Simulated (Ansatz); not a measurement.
VSF3. Charge 0, multiplicity 3. Geometry r2SCAN-D4/def2-SVP, that of the neutral singlet; atoms count from 1.

Cartesian coordinates in Å:
```
V 0.062 0.016 0.021
S -1.787 -0.448 -0.601
F 0.767 1.099 -1.089
F 0.992 -1.409 0.111
F -0.034 0.743 1.558
```

At PBE0-D4/def2-TZVP a singlet of charge 0 lies 1.68 eV below the triplet at the same geometry. That singlet is doubtful there (restricted singlet, unstable towards broken spin symmetry at other levels and untested here).

Estimate the Mulliken populations from the PBE0/def2-TZVP orbitals of Ansatz.


```tsv
atom	charge (e)	spin (α − β)	d electrons
V1	1.50	0.96	3.09
S2	-0.22	0.97	–
F3	-0.42	0.03	–
F4	-0.43	0.00	–
F5	-0.42	0.03	–
```
Mulliken values and Mayer orders depend strongly on the basis.

Where does the spin sit?

Summed by element: V 0.96, S 0.97, F 0.07, of 2 unpaired in all. Largest on single atoms: S2 0.97, V1 0.96, F5 0.03.

And the Mayer bond orders between bonded heavy atoms (over 0.3)?

V1–S2 1.26 (2.00 Å); V1–F3 0.94 (1.70 Å); V1–F4 0.91 (1.70 Å); V1–F5 0.94 (1.70 Å).
